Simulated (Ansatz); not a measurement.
Calculated with Ansatz (gas phase, PBE0-D4/def2-TZVP geometries, no zero-point term in ΔE). CBS: MP2 limit from def2 TZ/QZ plus the TZ coupled-cluster correction, frozen cores. This one scheme is used for every species. DFT in def2-TZVPP. One conformer a species, not always the lowest.

`O[SiH2]N[SiH2][AlH2]` + `C#C` → `C#C[SiH2]O` + `N[SiH2][AlH2]`  (formal exchange of groups at the Si–N bond)

```csv
level,ΔE (kcal/mol),difference from CCSD(T)/CBS
PBE-D4,6.9,-1.7
r2SCAN-D4,7.5,-1.1
PBE0-D4,7.5,-1.1
ωB97X-V,8.2,-0.4
ωB97M-V,8.6,0.0
B2PLYP,7.5,-1.1
PBE,6.0,-2.6
PBE0,6.6,-2.0
HF/def2-TZVPP,7.8,-0.8
MP2/def2-TZVPP,8.2,-0.4
SCS-MP2/def2-TZVPP,8.0,-0.6
CCSD/def2-TZVPP,8.5,-0.1
HF/def2-QZVPP,7.9,-0.7
HF/CBS(def2),8.0,-0.6
MP2/CBS(def2),8.4,-0.2
CCSD/CBS(def2),8.6,0.0
CCSD(T)/CBS,8.6,0
```

Largest T1 diagnostic among the species: 0.013.

The D4 term adds +1.5 kcal/mol with B3LYP and +0.9 kcal/mol with PBE0; it sums over pairs of atoms, weighted by their polarisabilities, and B3LYP, whose exchange is more repulsive, gets the larger term.

B3LYP here is the variant with VWN-RPA as its local correlation; programs differ in this.
